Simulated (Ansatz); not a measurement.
`[F][Ge]([Cl])([Cl])[I]` and `[F][Ge]([SH])([Cl])[Cl]` differ in one atom or group.

Ansatz, PBE0-D4/def2-TZVP geometries, multiplicity 1. Each molecule was computed in one conformer, which needn't be the lowest.

Elements past krypton have def2 core potentials. Scalar relativity is left out up to krypton.

```json
{"property": "HOMO–LUMO gap (ωB97M-V/def2-TZVPP) / eV", "`[F][Ge]([Cl])([Cl])[I]`": "10.12"}
{"property": "size of the dipole moment (B3LYP/def2-TZVPP) / D", "`[F][Ge]([Cl])([Cl])[I]`": "1.62"}
{"property": "HOMO energy (PBE/def2-TZVPP) / eV", "`[F][Ge]([Cl])([Cl])[I]`": "-7.34"}
{"property": "HOMO energy (ωB97M-V/def2-TZVPP) / eV", "`[F][Ge]([Cl])([Cl])[I]`": "-10.69"}
{"property": "HOMO energy (B3LYP/def2-TZVPP) / eV", "`[F][Ge]([Cl])([Cl])[I]`": "-8.28"}
{"property": "LUMO energy (PBE/def2-TZVPP) / eV", "`[F][Ge]([Cl])([Cl])[I]`": "-3.42"}
```

What does the change do to each property? (An estimate is asked.)

The calculation gave: 
```json
{"property": "HOMO–LUMO gap (ωB97M-V/def2-TZVPP) / eV", "`[F][Ge]([SH])([Cl])[Cl]`": "11.07", "shift": "0.95"}
{"property": "size of the dipole moment (B3LYP/def2-TZVPP) / D", "`[F][Ge]([SH])([Cl])[Cl]`": "1.74", "shift": "0.12"}
{"property": "HOMO energy (PBE/def2-TZVPP) / eV", "`[F][Ge]([SH])([Cl])[Cl]`": "-7.22", "shift": "0.12"}
{"property": "HOMO energy (ωB97M-V/def2-TZVPP) / eV", "`[F][Ge]([SH])([Cl])[Cl]`": "-10.75", "shift": "-0.06"}
{"property": "HOMO energy (B3LYP/def2-TZVPP) / eV", "`[F][Ge]([SH])([Cl])[Cl]`": "-8.26", "shift": "0.02"}
{"property": "LUMO energy (PBE/def2-TZVPP) / eV", "`[F][Ge]([SH])([Cl])[Cl]`": "-2.75", "shift": "0.67"}
```

The zero-point energy changes by 23.0 kJ/mol with +3 modes. Dipoles are sizes alone; their direction can turn.

B3LYP here is the variant with VWN-RPA as its local correlation; programs differ in this.

Spin–orbit coupling is left out; it splits and shifts lone-pair levels of the heavy atoms by tenths of an eV.
